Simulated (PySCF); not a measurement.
A structure optimised at PBE-D3(BJ)/def2-SVP, used in a PySCF frequency run:

```
S
C 1 1.8308
H 2 1.1066 1 111.15
H 2 1.1073 3 110.15 1 -124.15
H 2 1.1095 3 109.21 4 -119.51
Se 1 2.2138 2 103.13 3 -59.51
C 6 1.9712 1 100.04 2 -85.99
H 7 1.1051 6 109.75 1 -57.12
H 7 1.1057 8 110.69 6 -122.41
H 7 1.1085 8 109.82 9 -120.94
```
Charge 0, spin multiplicity 1.

Task: Write its SMILES and formula.

Result: CS[Se]C, C₂H₆SSe

Task: What are its rotational constants (standard atomic weights)?

Result: 6.2395, 2.1001, 1.9117 GHz
